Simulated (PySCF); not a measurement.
Al(F)(Me)(OSiH3) (CH6AlFOSi), SMILES [O]([SiH3])[Al]([F])[CH3].

The structure is a stationary point at PBE0-D3(BJ)/def2-SVP. The values are those of a single conformer.

Method: TDDFT-PBE/def2-SVPD (PySCF).

Vertical excitations. The molecule is in vacuum.

Computed lowest excited states:
```
state  energy (eV)  λ (nm)      f                            main pairs
-----  -----------  ------  -----  ------------------------------------
S1            5.86     211  0.009                        HOMO→LUMO 98 %
S2            5.99     207  0.003                     HOMO−1→LUMO 100 %
S3            6.42     193  0.001                      HOMO→LUMO+1 99 %
S4            6.63     187  0.065  HOMO−2→LUMO 75 %, HOMO−1→LUMO+1 21 %
S5            6.75     184  0.180  HOMO−1→LUMO+1 77 %, HOMO−2→LUMO 20 %
S6            7.16     173  0.028                    HOMO−2→LUMO+1 97 %
S7            7.25     171  0.002                      HOMO→LUMO+2 99 %
S8            7.42     167  0.000                    HOMO−1→LUMO+2 99 %
S9            7.57     164  0.004                      HOMO−3→LUMO 92 %
S10           7.63     163  0.059                      HOMO→LUMO+3 91 %
T1            5.68     218      0                        HOMO→LUMO 98 %
T2            5.82     213      0                      HOMO−1→LUMO 99 %
T3            6.11     203      0                      HOMO−2→LUMO 95 %
T4            6.29     197      0                      HOMO→LUMO+1 93 %
```
Triplets are in the Tamm–Dancoff approximation, which puts them higher than full response would, so one can lie above its singlet here.
